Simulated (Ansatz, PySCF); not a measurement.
H8N2Si2, SMILES [SiH2](N)[SiH2]N. Atoms are numbered in the order given.

```xyz
12

Si     1.1687    -0.2840    -0.6556
N      1.7212     0.9720     0.4026
Si    -0.9863    -0.6752     0.1804
N     -1.5874     0.9321     0.5314
H      2.0563    -1.4881    -0.5848
H      1.0977     0.0798    -2.1171
H      1.0000     1.5627     0.8064
H      2.5878     1.4750     0.2539
H     -1.8285    -1.5045    -0.7507
H     -0.9444    -1.4009     1.4877
H     -1.7067     1.5682    -0.2514
H     -2.3811     1.0176     1.1593
```
Charge 0, spin multiplicity 1.

Geometry optimised at PBE0-D3(BJ)/def2-SVP. The values are those of a single conformer.

Two levels are set side by side: PBE-D3(BJ)/def2-SVP (Ansatz, a first-principles code) and PBE0-D3(BJ)/def2-SVP (Ansatz). Each level has its own optimised geometry; the coordinates shown are those of the second. Frequencies come from the Hessian of PySCF at each geometry. Differences are taken from unrounded values.

```json
[
 {"quantity": "mean bond length (Å)", "PBE0-D3(BJ)": "1.445", "PBE-D3(BJ)": "1.457", "PBE-D3(BJ) minus PBE0-D3(BJ)": "0.012"},
 {"quantity": "bond Si1–N2 (Å)", "PBE0-D3(BJ)": "1.733", "PBE-D3(BJ)": "1.749", "PBE-D3(BJ) minus PBE0-D3(BJ)": "0.016"},
 {"quantity": "bond Si1–Si3 (Å)", "PBE0-D3(BJ)": "2.344", "PBE-D3(BJ)": "2.353", "PBE-D3(BJ) minus PBE0-D3(BJ)": "0.009"},
 {"quantity": "bond Si3–N4 (Å)", "PBE0-D3(BJ)": "1.752", "PBE-D3(BJ)": "1.769", "PBE-D3(BJ) minus PBE0-D3(BJ)": "0.018"},
 {"quantity": "bond Si1–H5 (Å)", "PBE0-D3(BJ)": "1.498", "PBE-D3(BJ)": "1.508", "PBE-D3(BJ) minus PBE0-D3(BJ)": "0.010"},
 {"quantity": "bond Si1–H6 (Å)", "PBE0-D3(BJ)": "1.508", "PBE-D3(BJ)": "1.520", "PBE-D3(BJ) minus PBE0-D3(BJ)": "0.012"},
 {"quantity": "bond N2–H7 (Å)", "PBE0-D3(BJ)": "1.016", "PBE-D3(BJ)": "1.027", "PBE-D3(BJ) minus PBE0-D3(BJ)": "0.011"},
 {"quantity": "bond N2–H8 (Å)", "PBE0-D3(BJ)": "1.013", "PBE-D3(BJ)": "1.023", "PBE-D3(BJ) minus PBE0-D3(BJ)": "0.010"},
 {"quantity": "bond Si3–H9 (Å)", "PBE0-D3(BJ)": "1.505", "PBE-D3(BJ)": "1.516", "PBE-D3(BJ) minus PBE0-D3(BJ)": "0.012"},
 {"quantity": "bond Si3–H10 (Å)", "PBE0-D3(BJ)": "1.496", "PBE-D3(BJ)": "1.506", "PBE-D3(BJ) minus PBE0-D3(BJ)": "0.010"},
 {"quantity": "bond N4–H11 (Å)", "PBE0-D3(BJ)": "1.016", "PBE-D3(BJ)": "1.025", "PBE-D3(BJ) minus PBE0-D3(BJ)": "0.010"},
 {"quantity": "bond N4–H12 (Å)", "PBE0-D3(BJ)": "1.016", "PBE-D3(BJ)": "1.025", "PBE-D3(BJ) minus PBE0-D3(BJ)": "0.010"},
 {"quantity": "highest harmonic wavenumber (cm⁻¹)", "PBE0-D3(BJ)": "3704", "PBE-D3(BJ)": "3565", "PBE-D3(BJ) minus PBE0-D3(BJ)": "-139"},
 {"quantity": "mean harmonic wavenumber (cm⁻¹)", "PBE0-D3(BJ)": "1269", "PBE-D3(BJ)": "1229", "PBE-D3(BJ) minus PBE0-D3(BJ)": "-40"},
 {"quantity": "zero-point energy (kcal/mol)", "PBE0-D3(BJ)": "54.42", "PBE-D3(BJ)": "52.70", "PBE-D3(BJ) minus PBE0-D3(BJ)": "-1.72"}
]
```

Exact exchange shortens and stiffens bonds; PBE has none. Differences between two approximate levels are no errors against the true value.
